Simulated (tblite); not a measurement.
Compound: C₁₄H₁₁N.
SMILES with atom numbers: `[N:1]#[C:2][c:3]1[cH:4][cH:5][c:6]([CH2:7][c:8]2[cH:9][cH:10][cH:11][cH:12][cH:13]2)[cH:14][cH:15]1` (hydrogens: H16 on C4; H17 on C5; H18, H19 on C7; H20 on C9; H21 on C10; H22 on C11; H23 on C12; H24 on C13; H25 on C14; H26 on C15)

Geometry (GFN2-xTB, Å), atoms numbered from 1 in this order:
```xyz
26
C14H11N angstrom
N      5.3246   -2.1176   -0.6259
C      4.3777   -1.4728   -0.5748
C      3.2165   -0.6707   -0.5065
C      3.1310    0.3459    0.4440
C      1.9973    1.1320    0.5063
C      0.9388    0.9258   -0.3705
C     -0.3119    1.7582   -0.2966
C     -1.4692    0.8946    0.1394
C     -2.5033    0.5848   -0.7322
C     -3.5428   -0.2349   -0.3269
C     -3.5563   -0.7567    0.9543
C     -2.5266   -0.4547    1.8300
C     -1.4902    0.3652    1.4241
C      1.0316   -0.0957   -1.3121
C      2.1563   -0.8899   -1.3879
H      3.9543    0.5110    1.1236
H      1.9385    1.9206    1.2428
H     -0.1712    2.5758    0.4137
H     -0.5241    2.1860   -1.2789
H     -2.5007    0.9908   -1.7344
H     -4.3431   -0.4671   -1.0142
H     -4.3649   -1.3989    1.2696
H     -2.5319   -0.8602    2.8311
H     -0.6857    0.5964    2.1078
H      0.2076   -0.2662   -1.9892
H      2.2266   -1.6780   -2.1233
```

The geometry is computed with GFN2-xTB (gas phase).

Take the most abundant isotopes and a rigid rotor. The values belong to one conformer with, in the numbering `[N:1]#[C:2][c:3]1[cH:4][cH:5][c:6]([CH2:7][c:8]2[cH:9][cH:10][cH:11][cH:12][cH:13]2)[cH:14][cH:15]1`, C5–C6–C7–C8 -113°, C6–C7–C8–C9 -111°.

Problem. What are A, B and C (MHz)?

Solution. Ia = 329.31, Ib = 1754.79, Ic = 1789.70 u·Å²; 505379 MHz·u·Å²/I gives A = 1535, B = 288.0, C = 282.4 MHz.

Problem. Classify the top.

Solution. A near-prolate asymmetric top; Ray's κ = -0.991.

Problem. Is it planar, by Δ = Ic − Ia − Ib?

Solution. Not planar: Δ = Ic − Ia − Ib = -294.41 u·Å². For a rigid frame Δ = −2 Σ m c², so Σ m c² = 147.21 u·Å² lies off the ab plane: 31.36 from hydrogen and 115.84 from heavier atoms. The atom farthest from that plane is 2.44 Å away.

Problem. Give the other two planar moments, Paa and Pbb, and the rms extents of the mass along the axes.

Solution. Paa = Σ m a² = (Ib + Ic − Ia)/2 = 1607.59 and Pbb = Σ m b² = (Ia + Ic − Ib)/2 = 182.11 u·Å². With the mass M = 193.09 u, the rms extents √(P/M) along a, b and c are 2.89, 0.97, 0.87 Å.

Problem. Where do the levels up to J = 2 lie, in MHz?

Solution. Above 0(0,0):
J = 1: 1(0,1) 570, 1(1,1) 1817, 1(1,0) 1823
J = 2: 2(0,2) 1711, 2(1,2) 2952, 2(1,1) 2969, 2(2,1) 6709, 2(2,0) 6709
Those of J = 1 are B + C, A + C and A + B.

Its lowest GFN2-xTB frequency is 14 cm⁻¹, too small to tell a flat minimum from a shallow saddle. Zero-point vibration and centrifugal distortion are left out.

The run took 0.8 s wall on Arm Neoverse V2, one thread, no GPU, shared host. These figures are those of the optimisation.
